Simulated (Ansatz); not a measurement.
Job for Ansatz (an electronic-structure program): FCI/6-31G on SiS, a point of a bond scan (R = 5.233 Å).

Ansatz 0.2 input:
```yaml
crystal:
  periodic: [false, false, false]
  atoms:
    - {symbol: Si, position_ang: [-0.00000000, -0.00000000, -1.03360590]}
    - {symbol: S, position_ang: [0.00000000, 0.00000000, 4.19902396]}
basis:
  gaussian:
    orbitals: 6-31G
magnetization: {spin_polarized: false}
correlation: {method: fci, electrons: outside_noble_gas}
```

Program output:

```
WARN ansatz: RAYON_NUM_THREADS=1 ignored (pool sized by the plan → 1); use --threads N
Functional definition: HF
integrals: 0.01 GiB planned
474 factors; integrals over basis functions are off by at most 4.5e-8 eV
mean field: 0.07 GiB planned
mean field evaluation 1: about -18651.6805 eV, gradient 3.4e1 eV
mean field evaluation 2: about -18651.6805 eV, gradient 3.4e1 eV
mean field evaluation 4: about -18548.7025 eV, gradient 7.6e1 eV
mean field evaluation 8: about -18663.7016 eV, gradient 2.6e1 eV
mean field evaluation 16: about -18671.4552 eV, gradient 5.9e-4 eV
mean field evaluation 32: about -18671.3908 eV, gradient 3.5e-4 eV
mean field evaluation 64: about -18671.3931 eV, gradient 1.6e-1 eV
mean field evaluation 96: about -18671.3903 eV, gradient 8.5e-2 eV
mean field evaluation 128: about -18671.3547 eV, gradient 1.8e-1 eV
mean field evaluation 160: about -18671.4442 eV, gradient 2.2e-1 eV
mean field evaluation 192: about -18671.4045 eV, gradient 1.3e-4 eV
mean field evaluation 224: about -18671.4552 eV, gradient 4.3e-1 eV
mean field evaluation 256: about -18671.4045 eV, gradient 6.5e-4 eV
mean field evaluation 288: about -18671.4552 eV, gradient 1.4e-4 eV
mean field -18671.45521443 eV, -686.1633231633 hartree, gradient 2.3e-6 eV, S^2 0.000000; 23 other end points of the search recorded, 0 dependent functions left out; unrestricted orbitals would lower it
mean field evaluation 320: about -18673.8944 eV, gradient 3.4e-2 eV
mean field evaluation 352: about -18673.9051 eV, gradient 1.0e-2 eV
determinant -18671.45521443 eV, -686.1633231633 hartree, with singles and doubles -18673.72491560 eV, -686.2467331431 hartree
determinant -18671.40449985 eV, -686.1614594369 hartree, with singles and doubles -18673.79510657 eV, -686.2493126136 hartree
determinant -18671.39079088 eV, -686.1609556415 hartree, with singles and doubles -18673.77925373 eV, -686.2487300325 hartree
determinant -18671.35642509 eV, -686.1596927220 hartree, with singles and doubles -18673.77555779 eV, -686.2485942092 hartree
determinant -18671.35113758 eV, -686.1594984099 hartree, with singles and doubles -18673.77966023 eV, -686.2487449710 hartree
determinant -18671.45521443 eV, -686.1633231633 hartree, with singles and doubles -18673.82607739 eV, -686.2504507702 hartree
determinant -18671.40449985 eV, -686.1614594369 hartree, with singles and doubles -18673.79407360 eV, -686.2492746525 hartree
determinant -18671.39079088 eV, -686.1609556415 hartree, with singles and doubles -18673.78825991 eV, -686.2490610034 hartree
determinant -18671.35642509 eV, -686.1596927220 hartree, with singles and doubles -18673.78064186 eV, -686.2487810453 hartree
determinant -18671.35113758 eV, -686.1594984099 hartree, with singles and doubles -18673.76924731 eV, -686.2483623034 hartree
unrestricted determinant -18673.90533412 eV, -686.2533634012 hartree, S^2 1.9999
10 core orbitals not correlated
reference -18671.45521443 eV, -686.1633231633 hartree; 5, 5 occupied and 11, 11 virtual orbitals, 474 factors
configuration interaction: 1.51 GiB planned
state -18676.46792089 eV, -686.3475367280 hartree
Total energy: -18676.46792089 eV, -686.3475367280 hartree
```

The calculation finished and met its thresholds.

Cost: roughly 80 core-seconds.
